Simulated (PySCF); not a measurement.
CdI2, SMILES [I][Cd][I] (connectivity only; charge and spin as stated), charge +1, multiplicity 2.

Coordinates come from a B3LYP-D3(BJ)/def2-SVP optimisation. The multiplicity is an assumed one; other spin states were not compared. The isomer is the one that the SMILES or the coordinates give; other isomers of the formula were not compared. The def2 effective core potentials stand for the cores of Cd, I; spin–orbit coupling is left out.

The numbers are results of PySCF with B3LYP-D3(BJ)/def2-SVP, not measurements.

Frequencies are harmonic and unscaled.

Computed harmonic wavenumbers and intensities:
```csv
mode,ν (cm⁻¹),IR (km/mol),moving atoms (share of kinetic energy)
1,42,1.7,"Cd 69 %, I 31 %"
2,44,1.5,"Cd 69 %, I 31 %"
3,134,0.0,I 100 %
4,221,29.7,"Cd 69 %, I 31 %"
```
